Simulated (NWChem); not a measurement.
Molecule: disilazane (Si$_{2}$NH$_{7}$); SMILES [SiH3]N[SiH3]

```xyz
10

Si     0.1322    -0.0002    -1.5756
N     -0.6092     0.0051     0.0000
Si     0.1322    -0.0002     1.5756
H     -0.4724     1.0493    -2.4544
H      1.5856     0.2776    -1.3880
H     -0.0189    -1.3089    -2.2890
H     -1.6244    -0.0655     0.0000
H     -0.0189    -1.3089     2.2890
H     -0.4724     1.0493     2.4544
H      1.5856     0.2776     1.3880
```
Atoms are numbered in this order, from 1.

All runs: NWChem. Pople sets run with spherical d functions. Coordinates come from a PBE0/def2-SVP optimisation. Ions are spin-unrestricted doublets at the neutral geometry; other ion states weren't tried. Functional: LC-ωPBE (HJS hole) with 6-31G*; rows give the range parameter ω in 1/bohr.

Q: At which range parameter does −ε(HOMO) equal the ΔSCF ionisation energy (optimal tuning)?

A: about 0.36 per bohr, by linear interpolation in these runs:
```tsv
range parameter (1/bohr)	vertical ionisation energy, ΔSCF (eV)	−ε(HOMO) (eV)	ΔSCF minus −ε(HOMO) (eV)
0.05	9.07	6.65	2.42
0.20	9.34	8.54	0.80
0.50	9.84	10.50	-0.66
0.60	9.89	10.83	-0.94
0.80	9.90	11.22	-1.32
```
